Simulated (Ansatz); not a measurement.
A nudged elastic band was laid between two geometries of BClH2O + H2S (8 atoms, charge 0, multiplicity 1).

Theory: Ansatz 0.2.0, RHF/def2-SVP.

```
movable images  : 7
climbing image  : yes
spring          : 5.0 eV/Å²
optimiser       : quadratic models (default)
start path      : through a guess of the saddle point
force threshold : 0.05 eV/Å
iteration limit : 60
end points      : relaxed
```

First end point:

```xyz
8
Properties=species:S:1:pos:R:3
B -0.038 -0.689 -0.256
H 0.171 -1.148 0.826
O 0.928 -0.338 -1.100
H 1.804 -0.436 -0.760
Cl -1.722 -0.502 -0.786
S -0.073 2.673 1.342
H -0.918 2.646 0.309
H -0.985 2.253 2.221
```

Last end point:

```xyz
8
Properties=species:S:1:pos:R:3
B 0.139 0.519 -0.938
H -0.665 0.201 3.880
O 1.332 -0.059 -1.082
H 1.350 -0.842 -1.612
Cl -1.303 -0.181 -1.725
S 0.042 2.027 0.073
H -1.267 2.245 -0.051
H -0.461 0.549 3.251
```

Problem. What changes between the two ends?

Solution. Bonds broken: B1–H2, S6–H8. Bonds formed: B1–S6, H2–H8. BClH2O + H2S becomes BClH2OS + H2.

Problem. What energy profile does the band end with?

Solution. The run converged. The highest image is number 4 of 0 to 8, 222.7 kJ/mol above the first end and 235.6 kJ/mol above the last; the last end lies 12.9 kJ/mol below the first. The profile has 2 maxima (images 2, 4) with wells between them (image 3): this band takes more than one step, which may be the mechanism or a detour left from its start path. Neighbouring images differ by up to 2.0 eV, so the band resolves the path poorly. A vibrational analysis at the climbing image gives one clearly imaginary mode, 1441i cm⁻¹: a first-order saddle point. The orbitals stay closed-shell, which can raise the energy where a bond breaks towards radicals; this wasn't checked here.

```csv
image,path coordinate (Å),energy (kJ/mol),B1–H2 (Å),S6–H8 (Å),B1–S6 (Å)
0,0.00,0.0,1.19,1.34,3.72
1,1.01,2.9,1.19,1.33,3.55
2,2.01,41.9,1.20,1.33,3.18
3,3.02,26.4,1.19,1.34,2.99
4,4.03,222.7,1.32,1.67,2.11
5,5.16,39.6,2.27,2.48,1.83
6,6.29,-10.5,3.23,3.31,1.82
7,7.42,-12.4,4.18,3.53,1.82
8,8.55,-12.9,4.89,3.54,1.82
```

Problem. What is the geometry of the highest image?

Solution. 
```xyz
8
Properties=species:S:1:pos:R:3
B -0.067 0.117 0.159
H -0.235 -0.202 1.429
O 1.166 -0.336 -0.208
H 1.359 -0.231 -1.128
Cl -1.579 -0.350 -0.723
S -0.003 2.200 0.468
H -1.315 2.443 0.413
H -0.158 0.817 1.386
```

Time of the run: 2.7 min on 1 thread of Arm Neoverse V2, on a shared host, peak memory 0.15 GiB.
